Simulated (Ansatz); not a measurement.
Two structures of BH$_{4}$SeBr, closed shell, reached by relaxing down either side of one saddle point (PBE0-D4/def2-TZVP). Energies are electronic, without zero-point energy. Computed with Ansatz 0.2.0 (basis: def2-TZVPP and def2-QZVPP); correlated methods freeze the cores. Filled d shells of the heavier atoms are correlated. The def2 sets are not built for correlating such inner shells, so the correlated values are less sure here. Extrapolation: Hartree–Fock as exp(−7.88 √X), correlation as X^−2.97. First:

```xyz
7
angstrom
B -0.4395 -0.8068 0.0029
Br -1.3743 -0.0259 1.5745
H -1.1385 -0.9380 -0.9621
H 0.2947 -1.7142 0.2761
H 1.5796 1.0252 0.5549
Se 0.9729 0.6358 -0.7276
H 0.1052 1.8238 -0.7188
```

Second:

```xyz
7
angstrom
B -0.0730 -0.9841 -0.8958
Br -0.5794 1.0370 2.9758
H -1.1363 -0.8231 -1.4005
H 0.3203 -2.0377 -0.5073
H 0.0688 0.7994 1.7210
Se 1.1277 0.4792 -0.6612
H 0.2719 1.5293 -1.2322
```

(1) Which bonds change from the first to the second?

(2) Give the saddle point's structure and its height above each. (Judge from chemistry; the value comes from the calculation.)

T1 diagnostic: at most 0.011.

Results:

(1) BH₂Br ([BH2][Br]) + H₂Se → BH₃Se ([BH2][SeH]) + HBr; bonds formed: Br2–H5; dative contacts that become bonds: B1–Se6; bonds broken: B1–Br2, H5–Se6.

(2) By the calculation: 18.58 kcal/mol above the first and 12.89 kcal/mol above the second (CCSD(T) at an estimated basis limit (MP2 extrapolated from triple and quadruple zeta, plus CCSD(T) − MP2 in triple zeta)).
```json
{"atom": "B1", "x (Å)": "-0.2417", "y (Å)": "-0.7487", "z (Å)": "-0.2190"}
{"atom": "Br2", "x (Å)": "-0.7505", "y (Å)": "0.1428", "z (Å)": "1.8493"}
{"atom": "H3", "x (Å)": "-1.2594", "y (Å)": "-0.6452", "z (Å)": "-0.8229"}
{"atom": "H4", "x (Å)": "0.2339", "y (Å)": "-1.7948", "z (Å)": "0.0874"}
{"atom": "H5", "x (Å)": "0.4523", "y (Å)": "0.8045", "z (Å)": "1.0300"}
{"atom": "Se6", "x (Å)": "1.2292", "y (Å)": "0.6017", "z (Å)": "-0.6962"}
{"atom": "H7", "x (Å)": "0.3361", "y (Å)": "1.6396", "z (Å)": "-1.2287"}
```

Labels in which every atom is bracketed show which atoms are joined, not bond orders.

For scale, one of the runs: CCSD(T)/def2-TZVPP, 183 basis functions, launched by `ansatz run in.yaml --threads 4 --pin off --events-out ev --progress --plain --max-ram 9574MiB`. Time: 52 s of wall clock on 4 CPU threads of an Arm Neoverse V2; the host was shared. Peak host memory: 1.9 GiB.
